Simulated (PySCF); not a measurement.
**Property card for 2-methyltetrahydrofuran-3-one (`C[C@H]1OCCC1=O`)**

Species: 2-methyltetrahydrofuran-3-one, C5H8O2.
Z-matrix (Å and degrees, GFN2-xTB geometry), rows numbered from 1:
```
C 
C   1  1.5232
O   2  1.4137  1  111.07
C   3  1.4140  2  108.30  1   148.98
C   4  1.5285  3  106.09  2   -34.54
C   5  1.5134  4  102.45  3    27.72
O   6  1.1987  2  126.10  1    50.61
H   1  1.0861  2  110.09  3    64.85
H   1  1.0866  2  109.27  3  -174.56
H   1  1.0870  2  109.67  3   -54.66
H   2  1.1054  1  109.72  3  -121.96
H   4  1.1007  3  110.02  2    84.73
H   4  1.0901  3  107.32  2  -156.76
H   5  1.0877  4  114.16  3   148.88
H   5  1.0920  4  111.56  3   -87.60
```

Among its groups: ketone and ether.

GFN2-xTB geometry:

- Point group of the GFN2-xTB geometry: C1
- Rotational constants A, B, C of the GFN2-xTB geometry: 3.538, 3.136, 1.814 GHz

PBE0/def2-SVPD ground state and vertical TDDFT (core frozen in the response) (PySCF):

* Dipole moment: 1.93 D
* HOMO energy: -7.26 eV
* LUMO energy: -0.91 eV
* HOMO–LUMO gap: 6.35 eV
* Lowest singlet excitation: 4.21 eV (294 nm, f = 0.000)
* Strongest line among the 6 lowest singlet transitions: S4 at 7.40 eV (168 nm, f = 0.018)
* Lowest triplet excitation (Tamm–Dancoff): 3.66 eV
* Static isotropic polarisability: 63.7 au
* Electronic spatial extent ⟨r²⟩ about the centre of nuclear charge: 703 bohr²

From PBE0/pcSseg-1 ground state and GIAO shieldings, non-relativistic (PySCF):

* Lowest Hirshfeld atomic charge: -0.23 e on O7
* Highest Hirshfeld atomic charge: +0.17 e on C6
* 13C chemical shifts (computed TMS as zero) by class: 223.7 (C6), 81.2 (C2), 67.6 (C4), 39.7 (C5), 19.7 (C1) ppm
* 1H chemical shifts (computed TMS as zero) by class: 4.51 (H13), 4.11 (H12), 3.74 (H11), 2.50 (H15), 2.24 (H14), 1.31 (H8/H9/H10) ppm
* Isotropic shieldings of nuclei other than C and H, by class: -304 (O7), 276 (O3) ppm
* Mayer bond orders between heavy atoms: C1–C2 1.04, C2–O3 0.92, O3–C4 0.92, C4–C5 1.03, C5–C6 0.99, C6–O7 2.04, C6–C2 0.91

B3LYP/pcJ-1 indirect spin-spin coupling, non-relativistic, gas phase; spin–dipole term left out (PySCF):

* Largest of the computed one-bond spin–spin couplings (means over like bonds): 13C–1H +156.9 (C4–H13), 13C–1H +147.3 (C2–H11), 13C–1H +146.8 (C4–H12), 13C–1H +142.8 (C5–H14), 13C–1H +135.9 (C1–H8 and 2 like it), 13C–1H +135.5 (C5–H15), 13C–13C +41.9 (C2–C6), 13C–13C +40.5 (C5–C6) Hz

Monoisotopic mass from the formula: 100.0524 u.

The rotational constants make it an asymmetric top with κ = (2B − A − C)/(A − C) = 0.53, nearer the oblate limit (+1). The largest Löwdin shares of the LUMO are 0.37 on C6, 0.30 on O7, 0.09 on C5 and 0.07 on C2. The 6 singlets span 4.21 to 7.59 eV, and their oscillator strengths add up to 0.06. With B = h/(8π²I), that is 505.379 GHz u Å² over I, the principal moments of inertia are 142.8, 161.2 and 278.6 u Å² (most abundant isotopes); the inertial defect Ic − Ia − Ib is -25.4 u Å² (zero for a rigid planar frame, negative otherwise). The polarisability is 9.44 Å³ as a volume (1 au = 0.148185 Å³), or 1.18 au for each of the 54 electrons. The largest Löwdin shares of the HOMO are 0.43 on O7, 0.14 on O3, 0.11 on C2 and 0.11 on C6.

 NMR classes are plain means over equivalent atoms (diastereotopic ones count apart unless rotation or inversion swaps them), as if these changed places fast; in this geometry the members of some classes differ.

For the spin–spin coupling job (B3LYP/pcJ-1), time: 44 s; peak memory 1.0 GiB. Hardware: one thread of an Arm Neoverse V1, no GPU, shared host with 64 logical CPUs at a one-minute load of 11.

One conformer stands for the species.
